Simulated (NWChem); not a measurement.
Molecule: C₃H₆OSi; SMILES CC#C[SiH2]O

```xyz
11

C     -0.2462     3.1005    -0.0125
C     -0.0001     1.6628    -0.0061
C      0.2084     0.4628    -0.0071
Si     0.5189    -1.3334     0.0021
O     -0.8926    -2.2182    -0.0597
H      0.0943     3.5665     0.9200
H      0.2803     3.5865    -0.8428
H     -1.3157     3.3163    -0.1245
H      1.2750    -1.7332    -1.2060
H      1.3104    -1.6505     1.2234
H     -1.5418    -2.0292     0.6321
```
Atoms are numbered in this order, from 1.

Program: NWChem. Medium grid unless said otherwise, to which SCAN and Minnesota functionals are sensitive. The geometry was optimised at B3LYP/6-31G* (spherical d). Hybrids' shares of exact exchange are those that their runs print; pure functionals count as 0. The functionals differ in more than this share.

```csv
row,share of exact exchange,highest occupied level (eV)
PBE/def2-SVP,0.00,-6.39
r2SCAN/def2-SVP,0.00,-6.69
TPSSh/def2-SVP,0.10,withheld
B3LYP/def2-SVP,0.20,-7.38
PW6B95/def2-SVP,0.28,-7.72
```

Q: Fit a straight line of the last column on the one before it, predict the withheld value, and compare with the run.

A: 
1. Means of the 4 shown rows: x = 0.120, y = -7.045. Slope Σ(x − x̄)(y − ȳ)/Σ(x − x̄)² = -0.2560/0.06080 = -4.211; intercept -6.540.
2. The shown rows scatter about the line by 0.106 (root mean square); the largest residual is +0.15, at PBE/def2-SVP.
3. At x = 0.10 (TPSSh/def2-SVP; inside the shown range) the line gives -6.96.
4. The run gives -6.98, -0.02 from the line, 0.2 times the scatter.
